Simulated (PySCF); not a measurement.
## Correlation energy of Lu⁺ (lutetium, charge +1)

[Xe] 4f14 6s2, closed-shell 1S. Calculation: PySCF 2.14, in ANO-RCC-VTZP; the spin-free X2C one-electron Hamiltonian (Gaussian nucleus). Frozen: [Kr] 4d10; 24 electrons correlated.

MP2 pair energies summed by pair of shells (mhartree):

```json
{"pair": "4f-4f", "energy": "-753.39", "share (%)": "55.5"}
{"pair": "4f-5p", "energy": "-301.75", "share (%)": "22.2"}
{"pair": "5p-5p", "energy": "-122.42", "share (%)": "9.0"}
{"pair": "4f-5s", "energy": "-62.99", "share (%)": "4.6"}
{"pair": "5p-6s", "energy": "-36.76", "share (%)": "2.7"}
{"pair": "5s-5p", "energy": "-29.12", "share (%)": "2.1"}
{"pair": "4f-6s", "energy": "-24.24", "share (%)": "1.8"}
{"pair": "6s-6s", "energy": "-18.97", "share (%)": "1.4"}
{"pair": "5s-5s", "energy": "-5.90", "share (%)": "0.4"}
{"pair": "5s-6s", "energy": "-1.79", "share (%)": "0.1"}
```

Total MP2 correlation energy: -1357.3 mhartree.

Same-spin part -527.33 and opposite-spin part -830.00 mhartree; SCS-MP2 scales them by 1/3 and 6/5 to -1171.8 mhartree.
